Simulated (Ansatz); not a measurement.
Computed with Ansatz on PBE0-D4/def2-TZVP structures; ΔE is electronic, products minus reactants. CCSD(T)/CBS is the MP2 limit (def2-TZVPP, def2-QZVPP) plus CCSD(T) − MP2 in def2-TZVPP, frozen cores. This one scheme is used for every species. Functionals use def2-TZVPP. B3LYP here is the variant with VWN-RPA as its local correlation; programs differ in this. Each species was taken in one conformer, which may not be the lowest.

Reaction (cleavage of the Si–Si bond): `[SiH3][SiH2]Cl` + `BN` → `BN[SiH2]Cl` + SiH₄

`[SiH3][SiH2]Cl`:

```xyz
8

Si    1.080   -0.377    0.379
Si   -0.944    0.438   -0.460
Cl   -2.492   -0.393    0.624
H     2.212    0.211   -0.387
H     1.114   -1.857    0.246
H     1.212   -0.006    1.812
H    -1.042    1.914   -0.330
H    -1.140    0.068   -1.884
```

`BN`:

```xyz
6

B    -0.302   -0.576    0.208
N     0.310    0.592   -0.214
H     0.154   -1.164    1.145
H    -1.271   -0.967   -0.376
H    -0.018    1.137   -0.993
H     1.127    0.978    0.230
```

`BN[SiH2]Cl`:

```xyz
9

B    -1.572   -0.110   -0.137
N    -0.254   -0.587   -0.204
Si    1.174    0.357    0.046
Cl    2.042   -0.083    1.856
H    -1.752    1.049    0.102
H    -2.483   -0.862   -0.324
H    -0.128   -1.572   -0.396
H     2.184    0.027   -0.984
H     0.789    1.780    0.041
```

SiH₄:

Z-matrix (Å, degrees):
```
Si
H 1 1.485
H 1 1.485 2 109.5
H 1 1.485 2 109.5 3 -120.0
H 1 1.485 2 109.5 3 120.0
```

```tsv
species	B3LYP energy (Eh)
`[SiH3][SiH2]Cl`	-1042.32392
`BN`	-82.08383
`BN[SiH2]Cl`	-832.50912
SiH₄	-291.91715
```

(1) Work out ΔE.

(2) What do rigid-rotor, harmonic-oscillator terms from PBE0-D4/def2-TZVP frequencies (298.15 K, 1 bar) make of the CCSD(T)/CBS value? (Best estimate.)

Largest T1 diagnostic among the species: 0.012.

## Answers

(1) ΔE = (-832.50912) + (-291.91715) − (-1042.32392) − (-82.08383) = -0.01852 Eh = -0.50 eV. CCSD(T)/CBS gives -0.56 eV.

(2) The calculation gave: ΔZPE = -0.07 eV, ΔH = -0.63 eV, ΔS = -23 J/(mol·K), ΔG = -0.56 eV.

From PBE to PBE0 (25 % exact exchange), in def2-TZVPP and without D4, ΔE moves by −0.07 eV. In def2-TZVPP, CCSD(T) changes the Hartree–Fock value by +0.13 eV (the triples alone add +0.01 eV) and MP2 by +0.05 eV. Leaving LDA and LC-ωPBE aside and taking each functional with its dispersion term where it has one, the values, not all of them listed here, spread over 0.26 eV, from BHLYP-D4 to PBE-D4. LDA lies −0.05 eV from PBE without D4.
